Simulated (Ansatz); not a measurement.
C8H16 can be A, `CC[C@@H]1CCC[C@H]1C`, or B, `C[C@H]1CC[C@@H](C)CC1`.

Computed with Ansatz on PBE0-D4/def2-TZVP structures; ΔE is electronic, products minus reactants. CCSD(T)/CBS is the MP2 limit (def2-TZVPP, def2-QZVPP) plus CCSD(T) − MP2 in def2-TZVPP, frozen cores. Functionals use def2-TZVPP. Each species was taken in one conformer, which may not be the lowest.

A:

Z-matrix (Å, degrees):
```
C
C 1 1.520
H 1 1.093 2 111.5
H 1 1.092 2 111.4 3 120.2
H 1 1.094 2 111.0 3 -119.8
C 2 1.518 1 113.6 3 61.4
H 2 1.095 1 109.1 3 -176.2
H 2 1.098 1 109.7 3 -60.3
C 6 1.531 2 114.9 1 178.0
C 6 1.534 2 114.3 1 -62.6
H 6 1.101 2 108.3 1 58.5
C 9 1.525 6 102.5 2 166.1
C 9 1.515 6 115.0 2 -69.5
H 9 1.100 6 107.5 2 52.0
C 10 1.543 6 106.1 2 -153.4
H 10 1.092 6 112.3 2 83.4
H 10 1.095 6 109.1 2 -34.4
H 12 1.093 9 113.0 6 -162.3
H 12 1.096 9 108.5 6 79.3
H 13 1.093 9 111.3 6 -177.6
H 13 1.093 9 112.0 6 62.2
H 13 1.095 9 110.5 6 -58.0
H 15 1.093 10 110.4 6 123.6
H 15 1.092 10 112.1 6 -117.8
```

B:

Z-matrix (Å, degrees):
```
C
C 1 1.518
H 1 1.095 2 110.7
H 1 1.093 2 111.4 3 -119.7
H 1 1.093 2 111.4 3 119.7
C 2 1.525 1 111.6 3 61.8
C 2 1.525 1 111.6 3 -61.8
H 2 1.100 1 108.3 3 -180.0
C 6 1.523 2 112.0 1 -179.3
H 6 1.097 2 108.8 1 -57.3
H 6 1.095 2 109.8 1 58.3
C 7 1.523 2 112.0 1 179.3
H 7 1.095 2 109.8 1 -58.3
H 7 1.097 2 108.8 1 57.3
C 9 1.529 6 112.7 2 55.4
H 9 1.095 6 110.3 2 178.7
H 9 1.097 6 108.6 2 -65.1
H 12 1.095 7 110.3 2 -178.7
H 12 1.097 7 108.6 2 65.1
C 15 1.524 9 112.2 6 72.1
H 15 1.097 9 107.7 6 -170.3
H 20 1.093 15 110.9 9 58.1
H 20 1.093 15 110.9 9 177.8
H 20 1.092 15 112.3 9 -62.0
```

Which is lower in electronic energy at CCSD(T)/CBS, and by how much? (An estimate is asked.)

The calculation gave: B, by 5.1 kcal/mol.

Give E(B) − E(A) in kcal/mol with CCSD/def2-TZVPP, HF/def2-TZVPP, CCSD(T)/def2-SVP, MP2/def2-TZVPP, ωB97M-V, r2SCAN-D4, B2PLYP. (Best estimate.)

Computed: CCSD/def2-TZVPP -4.9, HF/def2-TZVPP -4.1, CCSD(T)/def2-SVP -5.7, MP2/def2-TZVPP -5.2, ωB97M-V -4.8, r2SCAN-D4 -5.0, B2PLYP -4.4. None reverses the order clearly.

Largest T1 diagnostic: 0.009.

In def2-TZVPP, CCSD(T) changes the Hartree–Fock value by −0.9 kcal/mol (the triples alone add −0.0 kcal/mol) and MP2 by −1.1 kcal/mol. Leaving LDA and LC-ωPBE aside and taking each functional with its dispersion term where it has one, the values, not all of them listed here, spread over 0.9 kcal/mol, from BHLYP-D4 to B2PLYP. LDA lies −2.1 kcal/mol from PBE without D4.
